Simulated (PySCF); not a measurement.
Species: C₅H₇NO.
Atom-mapped SMILES: `[CH3:1][C@@H:2]1[CH2:3][O:4][C@@H:5]1[C:6]#[N:7]` (hydrogens: H8, H9, H10 on C1; H11 on C2; H12, H13 on C3; H14 on C5)

Geometry (GFN2-xTB, Å), atoms numbered from 1 in this order:
```
atom  x, y, z in Å
C1    -0.8293    1.2122   -0.3599
C2    -0.1634   -0.1178   -0.6510
C3    -0.6998   -1.3427    0.1036
O4     0.5759   -1.5912    0.6986
C5     1.1584   -0.4300    0.0946
C6     1.5842    0.5598    1.0595
N7     1.9091    1.3435    1.8254
H8    -0.9307    1.3692    0.7118
H9    -0.2402    2.0293   -0.7711
H10   -1.8185    1.2341   -0.8124
H11   -0.0764   -0.2748   -1.7273
H12   -1.0266   -2.1856   -0.5099
H13   -1.4586   -1.1175    0.8586
H14    2.0152   -0.6890   -0.5426
```

The calculation used PySCF 2.14.0, density-fitted response routines, TDDFT PBE0/def2-SVPD, vertical, gas phase, core orbitals frozen in the response.

Ground-to-excited transition dipoles (e·a0, same axes as the geometry; the sign carries no meaning), for the states with f of 0.002 or more among the lowest 6:

| state | E (eV) | μx | μy | μz |
| --- | --- | --- | --- | --- |
| S1 | 6.361 | 0.072 | 0.121 | 0.102 |
| S2 | 7.151 | 0.103 | -0.069 | -0.161 |
| S3 | 7.194 | 0.087 | 0.084 | 0.077 |
| S4 | 7.622 | -0.096 | -0.280 | -0.021 |
| S5 | 7.835 | -0.150 | 0.045 | 0.037 |
| S6 | 8.034 | -0.046 | 0.050 | 0.151 |

Task: Work out the oscillator strengths.

Result: f = (2/3) ΔE |μ|² with ΔE in hartree (27.2114 eV).

```json
{"state": "S1", "|μ|² (au)": "0.030", "|μ| (D)": "0.44", "f": "0.005"}
{"state": "S2", "|μ|² (au)": "0.041", "|μ| (D)": "0.52", "f": "0.007"}
{"state": "S3", "|μ|² (au)": "0.021", "|μ| (D)": "0.36", "f": "0.004"}
{"state": "S4", "|μ|² (au)": "0.088", "|μ| (D)": "0.75", "f": "0.016"}
{"state": "S5", "|μ|² (au)": "0.026", "|μ| (D)": "0.41", "f": "0.005"}
{"state": "S6", "|μ|² (au)": "0.027", "|μ| (D)": "0.42", "f": "0.005"}
```

Task: How is the summed strength of these states shared among x, y and z?

Result: (2/3) Σ ΔE μα² gives 0.010 for x, 0.020 for y and 0.012 for z, 0.042 in all.

Task: What peak molar absorption coefficient would the strongest computed level give as a lone Gaussian band 0.4 eV wide at half height?

Result: ε(max) = 2.175×10⁸ f / FWHM, with the width in cm⁻¹. S4: 2.175×10⁸ × 0.0165 / 3226 ≈ 1100 L mol⁻¹ cm⁻¹.
